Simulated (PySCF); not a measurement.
## Computed data sheet: `CCP(=O)(CC)CC`

Compound: C₆H₁₅OP.
Cartesian coordinates in Å at the PBE0-D3(BJ)/def2-SVP level; atoms count from 1:
```xyz
23
C6H15OP angstrom
C      2.5687    0.4160    0.4454
C      1.5786   -0.2797   -0.4783
P      0.0101   -0.6596    0.3773
O      0.2057   -1.4325    1.6498
C     -0.9980   -1.5540   -0.8563
C     -2.3424   -1.9802   -0.2829
C     -0.8259    0.9414    0.6672
C     -1.1119    1.8137   -0.5448
H      2.6722   -0.1520    1.3818
H      2.2375    1.4333    0.7059
H      3.5610    0.5008   -0.0224
H      1.3783    0.3036   -1.3927
H      1.9742   -1.2570   -0.8025
H     -1.1064   -0.9487   -1.7717
H     -0.3968   -2.4389   -1.1251
H     -2.9954   -1.1149   -0.0888
H     -2.8774   -2.6495   -0.9730
H     -2.1941   -2.5087    0.6704
H     -0.1940    1.4635    1.4048
H     -1.7505    0.6816    1.2088
H     -1.6148    2.7465   -0.2479
H     -0.1888    2.0969   -1.0741
H     -1.7687    1.3072   -1.2687
```

Among its groups: phosphine oxide and P=O bond.

PBE0-D3(BJ)/def2-SVP geometry optimisation, gas phase (PySCF):

```
Rotational constants A, B, C : 1.995, 1.340, 1.051 GHz
```

**CAM-B3LYP/def2-SVPD ground state, ΔSCF and vertical TDDFT (core frozen in the response) (PySCF)**

```
Dipole moment                                                     : 4.49 D
HOMO energy                                                       : -8.66 eV
LUMO energy                                                       : 0.98 eV
HOMO–LUMO gap                                                     : 9.64 eV
Lowest singlet excitation                                         : 7.15 eV (173 nm, f = 0.023)
Strongest line among the 10 lowest singlet transitions            : S9 at 8.31 eV (149 nm, f = 0.045)
Lowest triplet excitation (Tamm–Dancoff)                          : 6.97 eV
Static isotropic polarisability                                   : 99.1 au
Vertical ionisation energy                                        : 9.29 eV
Electronic spatial extent ⟨r²⟩ about the centre of nuclear charge : 1348 bohr²
```

PBE0/pcSseg-1 ground state and GIAO shieldings, non-relativistic (PySCF):

```
Lowest Hirshfeld atomic charge                              : -0.42 e on O4
Highest Hirshfeld atomic charge                             : +0.43 e on P3
13C chemical shifts (computed TMS as zero) by class         : 21.4 (C2/C5/C7), 7.2 (C1/C6/C8) ppm
1H chemical shifts (computed TMS as zero) by class          : 1.29 (H12/H13/H14/H15/H19/H20), 1.04 (H9/H10/H11/H16/H17/H18/H21/H22/H23) ppm
Isotropic shieldings of nuclei other than C and H, by class : 249 (O4), 291 (P3) ppm
Mayer bond orders between heavy atoms                       : C1–C2 1.04, C2–P3 0.91, P3–O4 1.81, P3–C5 0.91, C5–C6 1.04, P3–C7 0.92, C7–C8 1.02
```

Monoisotopic mass (most abundant isotopes): 134.0861 u.

The principal polarisabilities are 90.3, 98.0 and 108.9 au; their mean is the isotropic value. In wavenumbers S1 is 57700 cm⁻¹ (1 eV = 8065.54 cm⁻¹). No computed singlet falls in the visible range (750 to 380 nm, 1.65 to 3.26 eV); S1 lies 3.89 eV above its blue end. The ΔSCF ionisation energy exceeds −ε(HOMO) by 0.63 eV with CAM-B3LYP. The rotational constants make it an asymmetric top with κ = (2B − A − C)/(A − C) = -0.39, nearer the prolate limit (−1). S1 lies 2.49 eV below the HOMO–LUMO gap; its leading configuration is HOMO→LUMO, weight 0.82. The vertical singlet–triplet gap S1 − T1 is 0.18 eV (TDDFT singlet less Tamm–Dancoff triplet; S1: HOMO→LUMO, weight 0.82; T1: HOMO→LUMO, weight 0.57). The largest Löwdin shares of the HOMO are 0.60 on O4, 0.13 on P3 and 0.11 on C7.

One conformer (not necessarily the lowest) at the PBE0-D3(BJ)/def2-SVP geometry, without solvent or vibrations. NMR classes are plain means over equivalent atoms (diastereotopic ones count apart unless rotation or inversion swaps them), as if these changed places fast; in this geometry the members of some classes differ.
